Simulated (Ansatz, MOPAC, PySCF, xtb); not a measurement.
Complex: C2H2 (SMILES C#C) (first 4 atoms) with N2 (SMILES N#N); geometry from B3LYP-D3(BJ)/def2-TZVP, rigid monomers moved along the line of their centres of mass till H4···N6 is 2.34 Å.
(charge 0, multiplicity 1):
| atom | x (Å) | y (Å) | z (Å) |
|---|---|---|---|
| C | -0.4374 | 0.4278 | -1.0306 |
| C | -0.0409 | 0.0401 | 0.0303 |
| H | -0.7903 | 0.7730 | -1.9716 |
| H | 0.3088 | -0.3019 | 0.9744 |
| N | 0.4027 | -0.3958 | 4.3890 |
| N | 0.4764 | -0.4667 | 3.3033 |

Interaction energies are E(AB) − E(A) − E(B) at the monomers' geometry in the complex; basis-set methods are counterpoise corrected. Rows marked so take none.

Correlated levels freeze the cores. Rows in 6-31G* carry no dispersion term and start afresh at each structure (6-31G* with six Cartesian d functions). MP2/6-31G* freezes PySCF's default core. The state that AM1, PM6 reach isn't checked.

The values were computed with Ansatz (a first-principles code) with Gaussian orbitals; MOPAC for AM1, PM6 (differences of heats of formation); PySCF for 6-31G* rows, the dispersion terms; xtb for the GFN methods. Values without a source in brackets are computed.

| level | interaction energy (kcal/mol) |
|---|---|
| AM1 | 1.12 |
| PM6 | -0.08 |
| GFN2-xTB | -0.56 |
| HF/aug-cc-pVTZ | 0.68 |
| PBE-D3(BJ)/def2-TZVPPD | [?] |
| BP86/6-31G* (no counterpoise) | -0.14 |
| PBE0/def2-TZVPPD | -0.13 |
| MP2/6-31G* | -0.14 |
| CCSD/aug-cc-pVDZ | [?] |

Question: Some entries are withheld; supply them.

Answer: 
- PBE-D3(BJ)/def2-TZVPPD, interaction energy (kcal/mol): -0.65
- CCSD/aug-cc-pVDZ, interaction energy (kcal/mol): -0.01
